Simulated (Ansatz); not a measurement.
`CC(C)N[SiH3]` → `[CH2]` (triplet) + `CCN[SiH3]` at 400 K and 1 bar (formal loss of a carbene).

Gas-phase electronic energies from Ansatz, PBE0-D4/def2-TZVP geometries. CBS: MP2 limit from def2 TZ/QZ plus the TZ coupled-cluster correction, frozen cores. This one scheme is used for every species. Triplets are unrestricted, without spin–orbit coupling. One conformer a species, not always the lowest.

```tsv
species	CCSD(T)/CBS energy (Eh)	H − E (kJ/mol)	S (J/(mol·K))
`CC(C)N[SiH3]`	-464.57848	393.7	396.1
`[CH2]` (triplet)	-39.09499	59.0	205.7
`CCN[SiH3]`	-425.31370	314.1	366.0
```

H − E and S are ideal-gas, rigid-rotor, harmonic terms from PBE0-D4/def2-TZVP, for one conformer and one mirror image of each species, with the whole ground term of open shells counted as degenerate. 1 Eh = 2625.50 kJ/mol, R = 8.31446 J/(mol·K).

Q: By hand: ΔE, ΔH, ΔS and ΔG.

A: ΔE = (-39.09499) + (-425.31370) − (-464.57848) = 0.16979 Eh = 445.8 kJ/mol. Δ(H − E) = 59.0 + 314.1 − 393.7 = -20.6, so ΔH = 425.2 kJ/mol. ΔS = 205.7 + 366.0 − 396.1 = 175.6 J/(mol·K). ΔG = 425.2 − 400 × (175.6)/1000 = 355.0 kJ/mol.

Q: By hand: the equilibrium constant, and the temperature at which ΔG would vanish if ΔH and ΔS stayed fixed.

A: log₁₀ K = −ΔG/(RT ln 10) = -46.4. ΔG = 0 at ΔH/ΔS = 2421 K.

The number of gas molecules changes by +1, which sets the sign of ΔS. A doubt of 5 kJ/mol in ΔE shifts log₁₀ K by 0.7 here. Other conformers and mirror images would add mixing entropy, several J/(mol·K) or more a flexible species. Modes under 60 cm⁻¹, often nearly free rotors, make the harmonic entropy too high. A triplet takes part, so the spin changes. These are equilibria of isolated gas molecules and say nothing of rates. Largest T1 diagnostic: 0.011 (customary marks: 0.02 for closed shells, 0.045 for open ones).
